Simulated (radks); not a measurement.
The rhenium ion Re10+ is in [Kr] 4d10 4f14 5s2 5p3. All-electron calculation, scalar-relativistic Kohn-Sham, PBEsol, spin-polarised, spherical densities, finite nucleus; Fermi nuclear charge, rms radius of each element as measured or else 0.836 A^(1/3) + 0.57 fm. Program: a radial shooting solver on a logarithmic mesh with Libxc functionals. Open shells are filled with parallel spins first. One electron is removed from 5p, 5s, 4d, 4f in turn, with full relaxation. Which removal costs least, and what does each cost?

Answer. 5p 209.29 eV; 4f 221.03 eV; 5s 248.57 eV; 4d 435.97 eV. The 5p electron leaves first.
